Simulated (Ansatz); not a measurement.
**B2Cl2GeH4: where a starting geometry ends**

The starting geometry of this gas-phase singlet was optimised with GFN2-xTB; its bonds are those of `B[BH][GeH]([Cl])[Cl]`.

```xyz
9

B    -0.8090    2.3035   -1.3693
B     0.5112    1.6112   -1.9221
Cl    1.8155   -0.2870    0.6222
Cl   -0.8657   -1.5310   -1.0474
Ge    0.8811   -0.3223   -1.3036
H    -0.8373    2.8726   -0.3433
H    -1.8486    2.2441   -1.9083
H     1.3482    2.0399   -2.6153
H     1.8130   -1.2404   -2.1337
```

Q: Where would you expect an optimisation with B3LYP-D3(BJ)/def2-SVP to take it?

A: It keeps its bonds, and is `B[BH][GeH]([Cl])[Cl]`.

The energy falls by 0.18 eV over 17 steps:

| step | E − E(last) (eV) |
| --- | --- |
| 1 | 0.182 |
| 3 | 0.030 |
| 5 | 0.012 |
| 6 | 0.005 |
| 8 | 0.002 |
| 10 | 0.001 |
| 12 | 0.000 |
| 13 | 0.000 |
| 15 | 0.000 |
| 17 | 0.000 |

Final geometry (Å):

```xyz
9

B    -0.8717    2.2140   -1.4261
B     0.6070    1.6452   -1.8121
Cl    2.1617   -0.2321    0.4429
Cl   -0.9945   -1.2636   -0.7329
Ge    0.9000   -0.3512   -1.3400
H    -1.1404    2.6083   -0.3163
H    -1.7699    2.2006   -2.2362
H     1.5542    2.2149   -2.2888
H     1.5621   -1.3455   -2.3115
```

The end wasn't checked by frequencies. Run with Ansatz 0.2.0, 60 s on 2 threads of Intel(R) Xeon(R) Platinum 8488C (Sapphire Rapids), on a shared host.
